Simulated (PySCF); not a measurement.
C4H10BCl2NSi.
Numbering: `[SiH3:1][N:2]1[CH2:3][CH2:4][C@@H:5]([B:6]([Cl:7])[Cl:8])[CH2:9]1` (hydrogens: H10, H11, H12 on Si1; H13, H14 on C3; H15, H16 on C4; H17 on C5; H18, H19 on C9)

Cartesian coordinates in Å at the PBE0-D3(BJ)/def2-SVP level; atoms count from 1:
```xyz
19
C4H10BCl2NSi angstrom
Si     0.338    0.419   -1.835
N     -0.848   -0.691   -1.236
C     -0.927   -1.219    0.106
C     -2.431   -1.209    0.411
C     -3.116   -1.352   -0.967
B     -4.098   -0.210   -1.369
Cl    -3.738    1.468   -0.994
Cl    -5.538   -0.541   -2.319
C     -1.925   -1.269   -1.989
H     -0.283    1.176   -2.964
H      0.729    1.331   -0.716
H      1.598   -0.212   -2.353
H     -0.530   -2.254    0.162
H     -0.342   -0.606    0.809
H     -2.725   -2.014    1.100
H     -2.701   -0.253    0.883
H     -3.616   -2.325   -1.074
H     -1.698   -2.294   -2.346
H     -2.145   -0.667   -2.887
```

Computed at PBE0/pcSseg-1 (PySCF, non-relativistic), with Q(14N) = 0.02044 b, Q(11B) = 0.04059 b, Q(35Cl) = −0.0817 b: N2, 14N (I = 1): χzz = -5.526 MHz, η = 0.322; B6, 11B (I = 3/2): χzz = 3.542 MHz, η = 0.783; Cl7, 35Cl (I = 3/2): χzz = -41.55 MHz, η = 0.622; Cl8, 35Cl (I = 3/2): χzz = -41.47 MHz, η = 0.646.

**Question.** Find the zero-field quadrupole resonance frequencies of 14N at N2.

**Answer.** From ν± = (3/4)|χ|(1 ± η/3) and ν0 = |χ|η/2: ν+ 4.589 MHz, ν− 3.699 MHz, ν0 0.890 MHz (silicon-bound nitrogen).

**Question.** Where would the pure quadrupole (NQR) lines of 11B at B6 fall for the rigid, isolated species?

**Answer.** From ν = (|χ|/2)√(1 + η²/3): ν = 1.943 MHz (three-coordinate boron).

**Question.** Find the zero-field quadrupole resonance frequencies of 35Cl at Cl7.

**Answer.** From ν = (|χ|/2)√(1 + η²/3): ν = 22.07 MHz (chlorine bonded to B). For 37Cl the ratio of quadrupole moments, 0.7881, gives 17.40 MHz.

**Question.** Find the zero-field quadrupole resonance frequencies of 35Cl at Cl8.

**Answer.** From ν = (|χ|/2)√(1 + η²/3): ν = 22.13 MHz (chlorine bonded to B). For 37Cl the ratio of quadrupole moments, 0.7881, gives 17.44 MHz.

In a crystal, neighbours and librations shift these lines. With so small a basis the couplings can be 20 % off.

One conformer stands for the species.
